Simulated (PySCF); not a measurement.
Geometries of 2 isomers of C3H5F3Si, from PBE0-D3(BJ)/def2-SVP geometry optimisation, gas phase in PySCF. One conformer each, no zero-point energy, no frequencies.

Question: Which isomer lies lower at this level?
A.
```xyz
12
angstrom
F     -2.096   -1.285   -0.270
C     -1.517   -0.075   -0.160
F     -1.617    0.326    1.131
C     -0.065   -0.139   -0.543
F      0.047   -0.415   -1.877
C      0.845    0.973   -0.041
Si     1.271   -0.709    0.657
H     -2.076    0.635   -0.797
H      1.509    1.376   -0.814
H      0.386    1.742    0.590
H      0.921   -1.046    2.055
H      2.433   -1.409    0.064
```
B.
```xyz
12
angstrom
F     -2.574    1.472    0.169
C     -2.089    0.192    0.120
C     -0.629    0.167    0.394
F     -0.286    0.548    1.627
C      0.338   -0.195   -0.459
F     -0.025   -0.552   -1.706
Si     2.192   -0.238   -0.099
H     -2.612   -0.409    0.884
H     -2.277   -0.239   -0.874
H      2.758   -1.409   -0.829
H      2.829    1.014   -0.601
H      2.411   -0.373    1.366
```

Answer: A. That is `FC(F)[C@@]1(F)C[SiH2]1`, 3.6 kcal/mol below the other.

| SMILES | atoms numbered as above | E (Eh) | relative (kcal/mol) | relative (kJ/mol) | dipole (D) |
| --- | --- | --- | --- | --- | --- |
| FC(F)[C@@]1(F)C[SiH2]1 | [F:1][CH:2]([F:3])[C@@:4]1([F:5])[CH2:6][SiH2:7]1 | -705.35171 | 0.0 | 0.0 | 1.83 |
| FC/C(F)=C(\F)[SiH3] | [F:1][CH2:2]/[C:3]([F:4])=[C:5](\[F:6])[SiH3:7] | -705.34594 | 3.6 | 15.1 | 1.58 |

As drawn, the lower has a three-membered ring and two fluorines on one carbon, which the higher lacks; the higher has a C=C bond outside aromatic rings, which the lower lacks.
